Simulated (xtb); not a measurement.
IIn, singlet, geometry from GFN2-xTB of the parent state (such geometries of metal compounds can be far from the true shape); GFN0-xTB (xtb 6.7.1).

Here is a job for xtb.
```
$ xtb mol.xyz --gfn 0 --chrg 0 --uhf 0 --json

# file mol.xyz
2

In    -0.00000000    -0.00000000    -1.69320062
I      0.00000000     0.00000000     1.56541190
```

What the program printed (banner, timings and long lists left out):

```
   ID    Z sym.   atoms
    1   49 In     1
    2   53 I      2

           -------------------------------------------------
          |                Calculation Setup                |
           -------------------------------------------------

           -------------------------------------------------
          |                 G F N 0 - x T B                 |
           -------------------------------------------------

          ...................................................
          :                      SETUP                      :
          :.................................................:
          :  # basis functions                  20          :
          :  # atomic orbitals                  18          :
          :  # shells                            6          :
          :  # electrons                        10          :
          :  electronic temp.          300.0000000     K    :
          :  accuracy                    1.0000000          :
          :  -> integral cutoff          0.2500000E+02      :
          :  -> integral neglect         0.1000000E-07      :
          ...................................................

         :::::::::::::::::::::::::::::::::::::::::::::::::::::
         ::                     SUMMARY                     ::
         :::::::::::::::::::::::::::::::::::::::::::::::::::::
         :: total energy              -4.870311669480 Eh    ::
         :: gradient norm              0.005888804147 Eh/a0 ::
         :: HOMO-LUMO gap              6.615665180853 eV    ::
         ::.................................................::
         :: H0 energy                 -4.839674295086 Eh    ::
         :: repulsion energy           0.000180959195 Eh    ::
         :: electrostat energy        -0.030557988472 Eh    ::
         :: -> Gsolv                   0.000000000000 Eh    ::
         ::    -> Gsasa                0.000000000000 Eh    ::
         ::    -> Gshift               0.000000000000 Eh    ::
         :: dispersion energy         -0.000260345117 Eh    ::
         :: short-range corr.          0.000000000000 Eh    ::
         :: add. restraining           0.000000000000 Eh    ::
         :: total charge               0.000000000000 e     ::
         :::::::::::::::::::::::::::::::::::::::::::::::::::::

           -------------------------------------------------
          |                Property Printout                |
           -------------------------------------------------

    * Orbital Energies and Occupations

         #    Occupation            Energy/Eh            Energy/eV
      -------------------------------------------------------------
         1        2.0000           -0.6564810             -17.8638
         2        2.0000           -0.4796305             -13.0514
         3        2.0000           -0.4292220             -11.6797
         4        2.0000           -0.4292220             -11.6797
         5        2.0000           -0.4252817             -11.5725 (HOMO)
         6                         -0.1821604              -4.9568 (LUMO)
         7                         -0.1821604              -4.9568
         8                         -0.1447214              -3.9381
         9                         -0.0536281              -1.4593
        10                         -0.0536281              -1.4593
        11                         -0.0428988              -1.1673
        12                         -0.0428988              -1.1673
        13                         -0.0126846              -0.3452
        14                         -0.0126846              -0.3452
        15                         -0.0001459              -0.0040
        16                          0.0804373               2.1888
       ...                                ...                  ...
        18                          0.5977308              16.2651
      -------------------------------------------------------------
                  HL-Gap            0.2431212 Eh            6.6157 eV
             Fermi-level            0.0000000 Eh            0.0000 eV

     #   Z          covCN         q      C6AA      α(0)
     1  49 In       0.632     0.212   670.477    65.393
     2  53 I        0.632    -0.212   383.913    33.852

 Mol. C6AA /au·bohr⁶  :       2022.357677
 Mol. C8AA /au·bohr⁸  :     247219.476220
 Mol. α(0) /au        :         99.244578

Wiberg/Mayer (AO) data.
largest (>0.10) Wiberg bond orders for each atom

 ---------------------------------------------------------------------------
     #   Z sym  total        # sym  WBO       # sym  WBO       # sym  WBO
 ---------------------------------------------------------------------------
     1  49 In   0.493 --     2 I    0.493
     2  53 I    0.493 --     1 In   0.493
 ---------------------------------------------------------------------------

Topologies differ in total number of bonds
Writing topology from bond orders to xtbtopo.mol

 dipole moment from electron density (au)
     X       Y       Z
   0.0000  -0.0000  -5.1875  total (Debye):   13.185

           -------------------------------------------------
          | TOTAL ENERGY               -4.870311669480 Eh   |
          | GRADIENT NORM               0.005888804147 Eh/α |
          | HOMO-LUMO GAP               6.615665180853 eV   |
           -------------------------------------------------

normal termination of xtb
```
